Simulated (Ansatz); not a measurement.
`BS[SiH2][SiH2][SiH3]` + H₂ → `[SiH3][SiH2][SiH3]` + `BS` at 600 K and 1 bar (hydrogenolysis of the Si–S bond).

Isolated molecules relaxed with PBE0-D4/def2-TZVP in Ansatz; ΔE leaves out vibrations. CCSD(T)/CBS is the MP2 limit (def2-TZVPP, def2-QZVPP) plus CCSD(T) − MP2 in def2-TZVPP, frozen cores. This one scheme is used for every species. Each species was taken in one conformer, which may not be the lowest.

| species | CCSD(T)/CBS energy (Eh) | H − E (kJ/mol) | S (J/(mol·K)) |
| --- | --- | --- | --- |
| `BS[SiH2][SiH2][SiH3]` | -1295.24641 | 306.0 | 553.2 |
| H₂ | -1.17544 | 43.9 | 150.8 |
| `[SiH3][SiH2][SiH3]` | -872.02658 | 240.8 | 449.3 |
| `BS` | -424.38198 | 108.7 | 286.1 |

H − E and S are ideal-gas, rigid-rotor, harmonic terms from PBE0-D4/def2-TZVP, for one conformer and one mirror image of each species. The MP2-based limit puts H₂ 0.8 mEh under its directly extrapolated value; such offsets cancel only in part. 1 Eh = 2625.50 kJ/mol, R = 8.31446 J/(mol·K).

**Question.** By hand: ΔE, ΔH, ΔS and ΔG.

**Answer.** ΔE = (-872.02658) + (-424.38198) − (-1295.24641) − (-1.17544) = 0.01329 Eh = 34.9 kJ/mol. Δ(H − E) = 240.8 + 108.7 − 306.0 − 43.9 = -0.4, so ΔH = 34.5 kJ/mol. ΔS = 449.3 + 286.1 − 553.2 − 150.8 = 31.4 J/(mol·K). ΔG = 34.5 − 600 × (31.4)/1000 = 15.7 kJ/mol.

**Question.** By hand: the equilibrium constant, and the temperature at which ΔG would vanish if ΔH and ΔS stayed fixed.

**Answer.** log₁₀ K = −ΔG/(RT ln 10) = -1.4. ΔG = 0 at ΔH/ΔS = 1099 K.

TΔS isn't small against ΔH here. A doubt of 5 kJ/mol in ΔE shifts log₁₀ K by 0.4 here. Other conformers and mirror images would add mixing entropy, several J/(mol·K) or more a flexible species. Modes under 60 cm⁻¹, often nearly free rotors, make the harmonic entropy too high. These are equilibria of isolated gas molecules and say nothing of rates. Largest T1 diagnostic: 0.015 (customary marks: 0.02 for closed shells, 0.045 for open ones).
